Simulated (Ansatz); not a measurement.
A nudged elastic band was laid between two geometries of FH + H4O2Sn (9 atoms, charge 0, multiplicity 1).

These are results of RHF/def2-SVP in Ansatz 0.2.0, not measurements.

* movable images: 7
* climbing image: yes
* spring: 2.0 to 10.0 eV/Å², energy-weighted
* optimiser: quadratic models (default)
* start path: through a guess of the saddle point
* force threshold: 0.05 eV/Å
* iteration limit: 60
* end points: relaxed

First end point:

```xyz
9
Properties=species:S:1:pos:R:3
Sn -0.363 -0.543 0.183
H -0.570 -0.780 1.846
O 1.557 -0.039 -0.028
H 2.013 -0.264 -0.825
O -1.345 1.002 -0.489
H -1.031 1.838 -0.170
H -0.700 -1.840 -0.856
F 1.062 2.284 0.918
H 1.503 1.558 0.560
```

Last end point:

```xyz
9
Properties=species:S:1:pos:R:3
Sn 0.010 -0.021 -0.611
H 0.437 0.065 4.073
O 1.645 -0.393 -1.578
H 2.110 0.319 -1.992
O -1.108 1.196 -1.630
H -1.221 2.076 -1.302
H -0.738 -1.446 -0.131
F 0.496 1.041 0.913
H 0.497 0.379 3.397
```

Problem. What changes between the two ends?

Solution. Bonds broken: Sn1–H2, F8–H9. Bonds formed: Sn1–F8, H2–H9. FH + H4O2Sn becomes FH3O2Sn + H2.

Problem. What energy profile does the band end with?

Solution. It converged. The highest image is number 4 of 0 to 8, 2.44 eV above the first end and 2.22 eV above the last; the last end lies 0.22 eV above the first. Another band between the same ends (7 images) ends at a top of the same energy, where a vibrational analysis finds 1 clearly imaginary mode. The orbitals stay closed-shell, which can raise the energy where a bond breaks towards radicals; this wasn't checked here.

| image | path coordinate (Å) | energy (eV) | Sn1–H2 (Å) | F8–H9 (Å) | Sn1–F8 (Å) |
| --- | --- | --- | --- | --- | --- |
| 0 | 0.00 | 0.00 | 1.69 | 0.92 | 3.25 |
| 1 | 2.04 | 0.38 | 1.68 | 0.90 | 3.08 |
| 2 | 3.45 | 0.69 | 1.70 | 0.90 | 2.88 |
| 3 | 4.30 | 1.38 | 1.79 | 0.93 | 2.41 |
| 4 | 4.83 | 2.44 | 2.02 | 1.19 | 2.12 |
| 5 | 5.35 | 1.48 | 2.32 | 1.66 | 1.95 |
| 6 | 6.13 | 0.71 | 2.90 | 2.05 | 1.91 |
| 7 | 7.50 | 0.34 | 3.45 | 2.38 | 1.92 |
| 8 | 9.60 | 0.22 | 4.70 | 2.57 | 1.92 |

Problem. What is the geometry of the highest image?

Solution. 
```xyz
9
Properties=species:S:1:pos:R:3:forces:R:3
Sn 0.130 0.179 0.028 0.01 0.00 0.00
H 0.205 -0.104 2.028 -0.01 0.00 0.00
O 1.839 0.033 -0.884 0.00 -0.02 -0.01
H 1.995 -0.744 -1.399 0.00 0.02 0.01
O -1.100 1.518 -0.657 0.00 0.00 0.00
H -1.871 1.212 -1.111 0.00 0.00 0.00
H -0.656 -1.335 -0.094 0.00 0.00 0.00
F 0.966 1.676 1.266 0.00 0.00 -0.01
H 0.617 0.780 1.963 0.00 -0.01 0.00
```

Run time: 4.7 min on 1 thread of Arm Neoverse V2, with other jobs on the host, peak memory 0.19 GiB.
